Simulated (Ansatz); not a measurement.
A nudged elastic band was laid between two geometries of B2H3NSi (7 atoms, charge 0, multiplicity 1).

Method: RKS PBE-D4/STO-3G (Ansatz 0.2.0).

- movable images: 7
- climbing image: yes
- spring: 5.0 eV/Å²
- optimiser: quadratic models (default)
- start path: through a guess of the saddle point
- force threshold: 0.05 eV/Å
- iteration limit: 60
- end points: relaxed

Initial state:

```xyz
7
Properties=species:S:1:pos:R:3
N -1.745 0.553 -1.055
Si -0.460 -0.120 -0.242
B 0.835 0.142 1.229
B 1.477 -0.284 -0.018
H -2.532 -0.181 -1.177
H 0.354 0.506 2.233
H 2.071 -0.616 -0.971
```

Final state:

```xyz
7
Properties=species:S:1:pos:R:3
N -1.923 -0.344 -0.783
Si -0.367 0.110 -0.410
B 0.832 0.183 1.195
B 1.482 -0.293 -0.031
H -2.458 0.485 -1.230
H 0.264 0.484 2.176
H 2.169 -0.625 -0.918
```

**Question.** What changes between the two ends?

**Answer.** No bond is made or broken. The dihedral H5–N1–Si2–B3 goes from -133 to 123°.

**Question.** Give the energies along the band, and the barrier.

**Answer.** It converged. The highest image is number 5 of 0 to 8, 0.45 eV above the ends, which have the same energy within 2 meV. A vibrational analysis at the climbing image gives one clearly imaginary mode, 529i cm⁻¹: a first-order saddle point. Limits of this set-up: minimal basis.

```tsv
image	path coordinate (Å)	energy (eV)	dihedral H5–N1–Si2–B3 (°)
0	0.00	0.00	-133
1	0.34	0.00	-119
2	0.68	0.00	-111
3	1.02	0.02	-108
4	1.37	0.24	-129
5	1.71	0.45	180
6	2.17	0.13	120
7	2.63	0.00	111
8	3.10	0.00	123
```

**Question.** What is the geometry of the highest image?

**Answer.** 
```xyz
7
Properties=species:S:1:pos:R:3
N -1.711 0.159 -0.568
Si -0.202 -0.184 -0.891
B 0.691 0.145 1.079
B 1.494 -0.280 -0.072
H -2.713 0.267 -0.843
H -0.011 0.483 1.953
H 2.452 -0.592 -0.658
```

**Question.** What are the harmonic wavenumbers there?

**Answer.** 529i, 60, 175, 332, 510, 530, 665, 710, 774, 824, 1223, 1395, 3035, 3082, 3715 cm⁻¹.

The run took 10 min on 1 thread of AMD EPYC (Zen 3), with other jobs on the host, peak memory 0.099 GiB.
